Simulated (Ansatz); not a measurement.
```yaml
crystal:
  periodic: [false, false, false]
  atoms:
    - {symbol: N, position_ang: [-0.177933, -1.828338, -0.493695]}
    - {symbol: Si, position_ang: [0.565910, -0.315334, -0.526660]}
    - {symbol: F, position_ang: [1.788320, -0.197809, 0.508966]}
    - {symbol: N, position_ang: [-0.645996, 0.837390, -0.117767]}
    - {symbol: C, position_ang: [-0.556843, 1.689652, 0.772029]}
    - {symbol: F, position_ang: [-1.548805, 2.551791, 1.005476]}
    - {symbol: H, position_ang: [0.281976, -2.681273, -0.759127]}
    - {symbol: H, position_ang: [-1.048885, -1.982148, -0.016265]}
    - {symbol: H, position_ang: [1.162350, -0.008520, -1.839257]}
    - {symbol: H, position_ang: [0.263005, 1.883490, 1.469298]}
basis:
  gaussian: {orbitals: aug-pcseg-2, fitting: {mean_field: def2-universal-jkfit}}
total_charge: 1
magnetization: {spin_polarized: true, initial_magnetization: 1}
hamiltonian: {xc: {name: HF}}
correlation: {method: mp2, frozen_orbitals: {N: 0}}
```

```sh
$ ansatz run in.yaml --threads 4 --pin off --events-out ev --progress --plain --max-ram 10444MiB
```

Shortened log:

```
Functional definition: HF
Error: "frozen_orbitals" has no count for Si
```

**Question.** What is wrong with this run?

**Answer.** Frozen orbitals are typed for one element alone, and the program wants a count for each. The input was rejected before any iteration.
